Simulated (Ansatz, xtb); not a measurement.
# Two isomers of C2H6BrClSi

Structure X is `C[Si@@H](Br)CCl`, a singlet and structure Y is `C[Si@@H](Cl)CBr`, a singlet. Both are isolated molecules in the gas phase, relaxed with PBE0-D3(BJ)/def2-SVP; each stands in its lowest conformer found.

Task: Estimate which is lower in electronic energy at CCSD(T)/def2-SVP + ΔMP2/def2-TZVPP, and by roughly how much.

Result: The CCSD(T)/def2-SVP + ΔMP2/def2-TZVPP calculation puts structure Y lower, by 4.4 kcal/mol.

Level by level:

```tsv
level	geometry	E(Y) − E(X) (kcal/mol)	departure from the last row (kcal/mol)	job, with rough time for the two
GFN2-xTB	GFN2-xTB	+1.2	+5.5	optimisation, 0.14 s
HF/STO-3G	GFN2-xTB	−5.1	−0.8	single point, 0.54 s
r2SCAN-D4/def2-SVP	GFN2-xTB	−3.1	+1.3	single point, 3.4 s
PBE0-D3(BJ)/def2-SVP	PBE0-D3(BJ)/def2-SVP	−3.3	+1.0	optimisation, 37 s
HF/def2-SVP	PBE0-D3(BJ)/def2-SVP	−3.6	+0.8	part of the CCSD(T) run
MP2/def2-SVP	PBE0-D3(BJ)/def2-SVP	−3.2	+1.2	part of the CCSD(T) run
CCSD(T)/def2-SVP	PBE0-D3(BJ)/def2-SVP	−3.1	+1.3	single point
CCSD(T)/def2-SVP + ΔMP2/def2-TZVPP	PBE0-D3(BJ)/def2-SVP	−4.4		single point, 44 s
```

As drawn, Y has 1 Cl–Si, 1 C–Br in place of 1 Br–Si, 1 C–Cl.

GFN2-xTB puts the two in the other order. The largest departure from CCSD(T)/def2-SVP + ΔMP2/def2-TZVPP is that of GFN2-xTB, 5.5 kcal/mol. The last row adds to CCSD(T) the change of the MP2 difference between the two basis sets, here −1.3 kcal/mol.

With thermal terms from frequencies at re-optimised GFN2-xTB minima (ideal gas, soft modes damped towards free rotors, one conformer each, 298.15 K, 1 atm): the zero-point term adds −0.1 kcal/mol; ΔH is −4.5 and ΔG −4.4 kcal/mol.

The correlated steps freeze 21 core orbitals; the filled d shell of Br is correlated, in a basis made for valence electrons. Run with Ansatz 0.2.0, xtb 6.7.1; the last row on 2 threads of Intel(R) Xeon(R) Platinum 8488C (Sapphire Rapids) on a shared host.
